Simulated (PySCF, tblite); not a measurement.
Isomers of C3H4ClOSi (doublet state), one GFN2-xTB conformer each. Single-point energies are computed at B3LYP/pcH-1 (PySCF, gas phase, no added dispersion term), electronic only. GFN2-xTB treats the open shell by occupation alone, and not every SCF solution was tested for stability.

**Question.** Rank them by B3LYP/pcH-1 energy, lowest first (kcal/mol).
A. `[O:1]=[CH:2]/[C:3]([Cl:4])=[C:5]\[SiH3:6]` (doublet state) with O1–C2–C3–Cl4 180°
B. `[O:1]=[CH:2]/[C:3]([Cl:4])=[CH:5]\[SiH2:6]` (doublet state) with O1–C2–C3–Cl4 0°, C3–C5–Si6–H 0° and 180°

**Answer.** B (0.0), A (15.2).

GFN2-xTB itself gives, in the same order: 0.0, 24.8. Both levels put the same isomer lowest.

**Question.** What happens when harmonic zero-point energies from GFN2-xTB frequencies are added?

**Answer.** 
```
              SMILES  ZPE (kcal/mol)  electronic (kcal/mol)  with ZPE (kcal/mol)
  O=C/C(Cl)=C\[SiH2]            34.7                    0.0                  0.0
O=C/C(Cl)=[C]\[SiH3]            32.5                   15.2                 13.0
```

The zero-point energies span 2.2 kcal/mol. The order is unchanged.

**Question.** As an exercise, what shares would exp(−E/RT) give at 2000 K from these electronic energies alone (no entropy, no degeneracies)?

**Answer.** RT = 3.974 kcal/mol: O=C/C(Cl)=C\[SiH2] 97.9 %, O=C/C(Cl)=[C]\[SiH3] 2.1 %.
